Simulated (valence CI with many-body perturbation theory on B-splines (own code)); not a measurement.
## Forbidden lines of Sn XII

Level of theory: relativistic CI+MBPT: three valence electrons over a frozen Dirac-Fock core [Kr], a basis of 9 s, 9 p, 10 d, 8 f, 5 g, 3 h, 1 i functions for each j, with the one-electron correlation potential Σ1 (screened to all orders), the two-electron term Σ2, the three-electron term Σ3, Breit, model QED; selected single and double excitations, second order for the rest, scaled by the run's own slope (own B-spline code, finite nucleus).

No measured spectrum was set against this ion. As an estimate, terms of the open shell hold to 2 to 4 % of their energy, and close levels can change places. Core correlation moves these levels by up to 3000 cm⁻¹, and in measured spectra 5 to 20 % of such shifts remained as error; rates that hang on mixing are uncertain with them. The list stops below the first excitations out of the core. Only levels of the ground parity were solved; by the run's estimate the other parity begins above the list, which can be wrong where configurations are misplaced.

Lines 1 to 50 of 72 in falling wavelength, among levels below 52.465 eV, chosen from the decays that carry over 1 % of a level's rate. Wavelengths and rates use the calculated energies, so an error of 2000 cm⁻¹ moves a line at 772.0 nm by 15 % and its rate by three times that or more. Electric multipoles are in the length gauge, E1 and E2 with the static RPA response of the core. S is in atomic units (e²a₀⁴ for E2 and M2, e²a₀⁶ for E3), for M1 in squared Bohr magnetons. Weak lines are less certain than strong ones. Lines between different terms over intervals too small for the method are left out, as are lines whose strength nearly cancels. Intervals below about 2000 cm⁻¹, as at the head of this list, are uncertain by tens of per cent. The highest levels of a list are the least certain.

Names give the largest LS component (configuration and term), which can be under half, so a name can repeat, a term be missing and a line seem to break the LS rules; names also repeat where a configuration has a term twice. Letters in brackets count levels of one name in rising energy.

```csv
λ vac (nm),Upper,Lower,Type,A (s⁻¹),S (a.u.)
5132,4d³ ⁴P_1/2,4d³ ⁴P_3/2,M1,2.36e-01,2.37e+00
2054,4d³ ⁴F_9/2,4d³ ⁴F_7/2,M1,2.72e+00,8.75e+00
1769,4d³ ⁴F_7/2,4d³ ⁴F_5/2,M1,7.22e+00,1.18e+01
1744,4d³ ⁴F_5/2,4d³ ⁴F_3/2,M1,7.63e+00,9.00e+00
1133,4d³ ²D_5/2 [a],4d³ ²D_3/2 [a],M1,5.61e+00,1.81e+00
1012,4d³ ⁴P_5/2,4d³ ⁴P_3/2,M1,1.04e+01,2.40e+00
903.9,4d³ ²H_11/2,4d³ ²H_9/2,M1,9.19e+00,3.02e+00
784.9,4d³ ²P_3/2,4d³ ²P_1/2,M1,1.43e+01,1.02e+00
772.0,4d³ ²D_3/2 [a],4d³ ⁴P_1/2,M1,8.62e+00,5.88e-01
722.4,4d³ ²D_5/2 [a],4d³ ⁴P_5/2,M1,3.48e+00,2.92e-01
694.2,4d³ ²H_9/2,4d³ ⁴F_9/2,M1,2.00e+01,2.49e+00
689.8,4d³ ²G_9/2,4d³ ²H_9/2,M1,2.75e+01,3.35e+00
671.0,4d³ ²D_3/2 [a],4d³ ⁴P_3/2,M1,3.52e+01,1.58e+00
658.9,4d³ ²P_3/2,4d³ ²D_3/2 [a],M1,3.22e+01,1.37e+00
649.8,4d³ ²P_1/2,4d³ ⁴P_1/2,M1,4.48e+01,9.11e-01
646.4,4d³ ²G_9/2,4d³ ²G_7/2,M1,2.69e+01,2.69e+00
610.4,4d³ ⁴P_3/2,4d³ ⁴F_5/2,M1,4.51e+00,1.52e-01
546.5,4d³ ²G_7/2,4d³ ⁴F_7/2,M1,1.56e+01,7.56e-01
518.9,4d³ ²H_9/2,4d³ ⁴F_7/2,M1,1.60e+01,8.29e-01
495.2,4d³ ²P_3/2,4d³ ⁴P_5/2,M1,2.76e+01,4.97e-01
485.1,4d³ ⁴P_5/2,4d³ ⁴F_7/2,M1,1.48e+00,3.75e-02
452.1,4d³ ⁴P_3/2,4d³ ⁴F_3/2,M1,1.41e+01,1.94e-01
421.4,4d³ ²D_5/2 [a],4d³ ⁴P_3/2,M1,3.77e+00,6.28e-02
417.5,4d³ ²G_7/2,4d³ ⁴F_5/2,M1,3.19e+01,6.89e-01
415.5,4d³ ⁴P_1/2,4d³ ⁴F_3/2,M1,2.07e+00,1.10e-02
415.5,4d³ ⁴P_1/2,4d³ ⁴F_3/2,E2,1.52e-01,3.37e-01
392.7,4d³ ²H_11/2,4d³ ⁴F_9/2,M1,5.10e+00,1.37e-01
390.2,4d³ ²F_5/2,4d³ ⁴P_5/2,M1,6.03e+00,7.97e-02
380.7,4d³ ⁴P_5/2,4d³ ⁴F_5/2,M1,1.46e+00,1.80e-02
374.9,4d³ ²F_7/2,4d³ ²H_9/2,M1,9.31e-01,1.45e-02
361.7,4d³ ²F_7/2,4d³ ²G_7/2,M1,1.42e+01,1.99e-01
357.8,4d³ ²F_5/2,4d³ ²G_7/2,M1,8.35e+00,8.50e-02
346.0,4d³ ²G_9/2,4d³ ⁴F_9/2,M1,8.22e+00,1.26e-01
332.5,4d³ ²P_3/2,4d³ ⁴P_3/2,M1,2.21e+00,1.20e-02
327.0,4d³ ²D_3/2 [b],4d³ ²F_5/2,M1,3.07e+01,1.59e-01
326.3,4d³ ²D_5/2 [b],4d³ ²F_5/2,M1,4.95e+01,3.82e-01
323.2,4d³ ²D_5/2 [b],4d³ ²F_7/2,M1,2.83e+01,2.13e-01
319.6,4d³ ²D_3/2 [a],4d³ ⁴F_5/2,M1,4.70e+01,2.28e-01
296.1,4d³ ²G_9/2,4d³ ⁴F_7/2,M1,1.06e+01,1.02e-01
290.2,4d³ ²D_5/2 [a],4d³ ⁴F_7/2,M1,5.30e+01,2.88e-01
281.6,4d³ ²F_5/2,4d³ ⁴P_3/2,M1,3.02e+00,1.50e-02
277.7,4d³ ²D_3/2 [b],4d³ ²P_3/2,M1,2.62e+00,8.32e-03
277.2,4d³ ²D_5/2 [b],4d³ ²P_3/2,M1,6.54e+00,3.09e-02
270.1,4d³ ²D_3/2 [a],4d³ ⁴F_3/2,M1,2.64e+01,7.72e-02
253.5,4d³ ²P_1/2,4d³ ⁴F_3/2,M1,1.74e+00,2.10e-03
249.3,4d³ ²D_5/2 [a],4d³ ⁴F_5/2,M1,9.43e+00,3.25e-02
243.5,4d³ ²F_7/2,4d³ ⁴F_9/2,M1,1.88e+01,8.04e-02
236.0,4d³ ²D_3/2 [b],4d³ ²D_5/2 [a],M1,4.66e+01,9.10e-02
235.7,4d³ ²D_5/2 [b],4d³ ²D_5/2 [a],M1,4.25e+00,1.24e-02
231.9,4d³ ²D_5/2 [b],4d³ ²G_9/2,E2,3.54e+00,1.27e+00
```
